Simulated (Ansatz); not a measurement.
Start from `O=C=N[SiH2]Cl` and change one atom or group to get `O=C=NCO`.

Ansatz, PBE0-D4/def2-TZVP geometries, multiplicity 1. Each molecule was computed in one conformer, which needn't be the lowest.

| property | `O=C=N[SiH2]Cl` |
| --- | --- |
| LUMO energy (PBE/def2-TZVPP) / eV | -1.28 |
| LUMO energy (B3LYP/def2-TZVPP) / eV | -0.55 |
| ideal-gas entropy at 298 K and 1 bar (rigid rotor, harmonic PBE0-D4/def2-TZVP) / J/(mol·K) | 345 |
| zero-point energy (PBE0-D4/def2-TZVP) / kJ/mol | 86.8 |
| HOMO energy (ωB97M-V/def2-TZVPP) / eV | -11.09 |
| HOMO–LUMO gap (B3LYP/def2-TZVPP) / eV | 8.11 |

Problem. What does the change do to each property? (Estimate.)

Solution. Computed: 
```json
{"property": "LUMO energy (PBE/def2-TZVPP) / eV", "`O=C=NCO`": "-0.74", "shift": "0.54"}
{"property": "LUMO energy (B3LYP/def2-TZVPP) / eV", "`O=C=NCO`": "-0.08", "shift": "0.47"}
{"property": "ideal-gas entropy at 298 K and 1 bar (rigid rotor, harmonic PBE0-D4/def2-TZVP) / J/(mol·K)", "`O=C=NCO`": "310", "shift": "-35"}
{"property": "zero-point energy (PBE0-D4/def2-TZVP) / kJ/mol", "`O=C=NCO`": "149.0", "shift": "62.2"}
{"property": "HOMO energy (ωB97M-V/def2-TZVPP) / eV", "`O=C=NCO`": "-10.57", "shift": "0.52"}
{"property": "HOMO–LUMO gap (B3LYP/def2-TZVPP) / eV", "`O=C=NCO`": "7.99", "shift": "-0.12"}
```

The zero-point energy changes by 62.2 kJ/mol with +3 modes. Modes under 60 cm⁻¹, often nearly free rotors, make the harmonic entropy too high.

B3LYP here is the variant with VWN-RPA as its local correlation; programs differ in this.
